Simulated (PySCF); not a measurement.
Job for PySCF: R-HF/STO-3G on CH5BO (SMILES BOC), a point of a torsion scan.

```python
from pyscf import gto, scf, dft, mp
from pyscf.data.elements import chemcore

mol = gto.M(
    atom='''
    B     1.23402811   -0.15712201    0.14018695
    O     0.24085517   -0.10299248    1.01483998
    C     0.30614588    0.51017878    2.27517155
    H     1.24356972   -1.08028861   -0.58208737
    H     2.16135220    0.57690472    0.20748690
    H     0.44039849   -0.27007106    3.02793249
    H     1.13714493    1.21985680    2.34144894
    H    -0.63493291    1.03095566    2.46869539
    ''',
    basis='sto-3g',
    charge=0, spin=0, verbose=3, max_memory=1800)
mf = scf.RHF(mol)
mf.conv_tol = 1e-8
mf.max_cycle = 100
mf.kernel()
if not mf.converged:
    mf = mf.newton().run(mf.mo_coeff, mf.mo_occ)
```

Program output:

```
converged SCF energy = -138.558391601678
```

The calculation finished and met its thresholds.

Cost: roughly 0.25 core-seconds.
